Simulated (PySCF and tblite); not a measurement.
The numbers below are computed, except where a source is named.
C5H7NO2, numbered as in [N:1]#[C:2][CH:3]1[O:4][CH2:5][CH2:6][CH2:7][O:8]1.

Level: PBE0-D3(BJ)/def2-TZVP//PBE0-D3(BJ)/def2-SVP, thermal terms from GFN2-xTB, symmetry numbers and mirror pairs counted. Conformers within 4 kcal/mol (GFN2-xTB free energy) were kept, 7 at most. Codes: tblite and PySCF.

Rotational constants are equilibrium values for the commonest isotopes; dipoles come from the energy level named.

The 6-ring runs over atoms 3–4–5–6–7–8. Of a mirror pair one member is shown.

```csv
conformer,shape,symmetry,weight %
1,6-ring chair (C2 axial),Cs,98.0
2,6-ring chair (all substituents equatorial),Cs,1.9
3,"6-ring twist-boat (ring torsions -67, 34, 27, -67, 38, 30°)",C1 (pair),0.0
```

Sets of constants, in random order:

```
set  A (MHz)  B (MHz)  C (MHz)  abs μa (D)  abs μb (D)  abs μc (D)
  P     4804     1553     1247        5.64        0.00        1.66
  Q     4231     1669     1432        4.58        0.02        0.80
  R     3351     1917     1695        3.52        0.00        0.07
```

(1) Match each set to its conformer.

Results:

(1) P is conformer 2, Q is conformer 3, R is conformer 1.
